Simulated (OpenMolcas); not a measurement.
# Potential curves of CuO⁺: spin-free states

Computed with OpenMolcas 26.06: state-averaged CASSCF(14,9) over Cu 4s 3d, O 2p, XMS-CASPT2 (IPEA 0.25, imaginary shift 0.2 hartree), scalar X2C, ANO-RCC-VTZP, then RASSI spin–orbit state interaction with atomic mean-field integrals. C2 symmetry about the axis (a holds Σ, Δ, Γ; b holds Π, Φ, H; Σ⁺ and Σ⁻ are not told apart); roots by multiplicity and irrep: 3a 6, 1b 6, 3b 6, 1a 5, 5a 1.

XMS-CASPT2 energies in eV from the lowest point. Curves are followed by energy order within each symmetry, so they are adiabatic and may change character at avoided crossings; Σ⁺ and Σ⁻ are counted together.

```csv
R (Å),(1)3Σ,(1)1Δ,(1)1Π,(2)3Σ,(3)3Σ
1.590,0.092,1.215,1.531,3.408,4.363
1.661,0.000,1.173,1.430,2.942,4.038
1.714,0.041,1.245,1.438,2.747,3.832
1.767,0.175,1.392,1.502,2.651,3.644
1.829,0.404,1.621,1.630,2.626,3.469
1.891,0.681,1.878,1.811,2.665,3.356
```

The 5 lowest clean curves are shown; the next is (1)5Σ, from 3.39 eV. Left out for impure symmetry, kinks or missing points, though low: (1)3Π, (1)1Σ, (2)1Σ, (1)3Φ, (2)3Π, (2)1Π, (1)1Φ, (3)1Σ, (1)3Δ. Only roots inside an energy window near the equilibrium distance were included, so the list of states is not complete; labels number the states computed. Each spin and symmetry block has orbitals of its own, averaged over its own roots, so gaps between blocks are less sure than gaps within one and near the minimum can be off by tenths of an eV, in bad cases by more. No Rydberg orbitals are active, so Rydberg states, and σ→σ* states whose orbital the CASSCF left unused, can be missing between those listed. CASPT2 splits the two components of degenerate states numerically, here by up to 26 cm⁻¹. No roots were computed in block 5b (none fell in the window or the block failed), so states of that kind are missing and can lie low or lowest. For d and f metals this valence active space lacks a second d shell: the order of states is not reliable within half an eV or more, and the lowest computed state need not be the true ground state. Points that failed a check (symmetry, reference weights, a jump) are left out.
